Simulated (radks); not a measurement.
Values are calculated unless marked as measured or tabulated.
Species: the bismuth ion Bi3+. Configuration: [Hg]. Level of theory: scalar-relativistic Kohn-Sham, PBEsol, spin-polarised, spherical densities, finite nucleus; Fermi nuclear charge, rms radius 5.5211 fm (a radial shooting solver on a logarithmic mesh with Libxc functionals).

Normalised radial functions P(r) = r R(r), r in bohr:

| r | 5d |
|---|---|
| 0.0008157 | 0.0000 |
| 0.001088 | 0.0000 |
| 0.001463 | 0.0000 |
| 0.001966 | 0.0001 |
| 0.002644 | 0.0002 |
| 0.003526 | 0.0004 |
| 0.004741 | 0.0008 |
| 0.006374 | 0.0017 |
| 0.00857 | 0.0037 |
| 0.01143 | 0.0078 |
| 0.01537 | 0.0163 |
| 0.02066 | 0.0331 |
| 0.02756 | 0.0631 |
| 0.03705 | 0.1154 |
| 0.04981 | 0.1934 |
| 0.06697 | 0.2868 |
| 0.08932 | 0.3535 |
| 0.1201 | 0.3221 |
| 0.1615 | 0.1175 |
| 0.2171 | -0.2283 |
| 0.2895 | -0.4982 |
| 0.3893 | -0.4316 |
| 0.5233 | 0.0482 |
| 0.7036 | 0.6605 |
| 0.9385 | 1.0032 |
| 1.262 | 0.9380 |
| 1.696 | 0.6134 |
| 2.263 | 0.2904 |
| 3.042 | 0.0892 |
| 4.09 | 0.0161 |
| 5.499 | 0.0014 |

5d: eigenvalue -54.852 eV, 2 radial nodes at r = 0.180, 0.511 bohr, <r> = 1.22 bohr, 90 % of the charge inside 1.82 bohr.
